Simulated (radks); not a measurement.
Q: Excited configurations of Er XXXIII: one electron is placed in a higher orbital outside [Ar] 3d10 4s2 4p5. The ground configuration is [Kr]. Method: scalar-relativistic Kohn-Sham, SCAN, spin-polarised, spherical densities, finite nucleus; open shells are filled with parallel spins first (spin-orbit coupling, left out, can overturn this in heavy ions); meta-GGA in the generalised Kohn-Sham scheme; Fermi nuclear charge, rms radius 5.2516 fm; computed with a radial shooting solver on a logarithmic mesh with Libxc functionals. Excitation = E - E(ground); binding = E(ion) - E, where the ion is the core of charge +33; n* = 33/sqrt(2 binding) in atomic units. These energies are relativistic, and a one-electron ion of charge +33 with no core already has n* below n in this formula (scalar-relativistic equation, point nucleus: 4d 3.994, 4f 3.997, 5p 4.985, 6p 5.984, 7f 6.995). The quantum defect is therefore taken as that value minus n*, so that it holds no relativistic shift of the bare ion.

| outer orbital | excitation (eV) | binding (eV) | n* | quantum defect | eigenvalue (eV) | <r> (bohr) |
|---|---|---|---|---|---|---|
| 4f | 326.23 | 1065.2 | 3.729 | 0.268 | -1040.7 | 0.4482 |
| 5p | 593.09 | 798.39 | 4.308 | 0.677 | -788.73 | 0.8246 |
| 6p | 867.69 | 523.79 | 5.319 | 0.666 | -517.66 | 1.266 |
| 7f | 1067.1 | 324.39 | 6.758 | 0.236 | -319.70 | 1.893 |

Estimate the row for 4d.

A: excitation (eV) 159.26; binding (eV) 1232.2; n* 3.468; quantum defect 0.526; eigenvalue (eV) -1209.6; <r> (bohr) 0.4736. The Delta-SCF ionisation energy is 1391.5 eV (NIST Atomic Spectra Database: 1370 eV, theoretical). Self-interaction in the functional shifts the binding energies and quantum defects, so they are the method's values and not measured ones. Open shells are spherical and high-spin; term and fine-structure splittings are not resolved. Spin-orbit splitting is averaged out at the scalar-relativistic level.
